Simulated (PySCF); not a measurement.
Simulated absorption spectrum

Compound: C6H6O3.
SMILES: `O=C(O)C1C=COC=C1`

Computed, not measured: PySCF 2.14.0, density-fitted response routines, TDDFT B3LYP/def2-SVPD, vertical, gas phase, core orbitals frozen in the response. Geometry: GFN2-xTB, one conformer, isolated molecule. Torsions of this conformer, `[O:1]=[C:2]([OH:3])[CH:4]1[CH:5]=[CH:6][O:7][CH:8]=[CH:9]1`: O1–C2–C4–C5 -17°, H–O3–C2–O1 -1°.

Computed states:

```tsv
state	E (eV)	f
S1	4.67	0.010
S2	5.58	0.015
S3	5.72	0.012
S4	5.77	0.0003
S5	6.21	0.030
S6	6.36	0.0040
S7	6.62	0.0021
S8	6.83	0.034
```

Each state is given a Gaussian of 0.3 eV full width at half maximum, with ε(max) = 2.175×10⁸ f / Δν̃ (Δν̃ the width in cm⁻¹). The cross-section is σ = 3.8235×10⁻²¹ ε cm², given in Mb (10⁻¹⁸ cm²). The width is an assumption, not a result. The curve ends short of the highest state used, and states not computed would add to its high-energy end.

Problem. What does the envelope look like, and where are its maxima?

Solution. 
E (eV), σ (Mb) and a bar:
```
     4.22       0.01 
     4.29       0.04 
     4.36       0.17 
     4.43       0.57 ##
     4.50       1.41 ####
     4.57       2.57 #######
     4.64       3.46 #########
     4.71       3.45 #########
     4.78       2.54 #######
     4.85       1.38 ####
     4.91       0.65 ##
     4.98       0.20 #
     5.05       0.05 
     5.12       0.02 
     5.19       0.05 
     5.26       0.23 #
     5.33       0.80 ##
     5.40       2.09 ######
     5.47       4.13 ###########
     5.54       6.35 #################
     5.61       7.76 #####################
     5.67       7.78 #####################
     5.74       6.47 ##################
     5.81       4.41 ############
     5.88       2.66 #######
     5.95       2.22 ######
     6.02       3.70 ##########
     6.09       6.79 ###################
     6.16       9.93 ###########################
     6.23      11.00 ##############################
```

Maxima: 265 nm (4.67 eV), ε about 940, made up of S1 (100%); 220 nm (5.64 eV), ε about 2100, made up of S2 (56%) and S3 (43%); 199 nm (6.22 eV), ε about 2900, made up of S5 (93%) (ε in L mol⁻¹ cm⁻¹; maxima over ε = 5, shares over 10%).

Problem. What would ε be at 6.22 eV, the highest of these maxima, with half the width (0.15 eV)?

Solution. About 5400 L mol⁻¹ cm⁻¹ against 2880, a factor of about 1.9; a lone state at its own centre would give exactly 2.

Problem. Coming from long wavelengths, where does ε first pass 100 L mol⁻¹ cm⁻¹?

Solution. At about 281 nm (4.41 eV), 0.27 eV below S1.

Problem. On this curve, what absorbance would a 10⁻³ mol/L sample give at 280 nm over a 1 cm path?

Solution. 280 nm is 4.428 eV, where ε is about 140 L mol⁻¹ cm⁻¹, so A = ε c l ≈ 0.14 (Beer–Lambert, with the gas-phase spectrum and the assumed width).
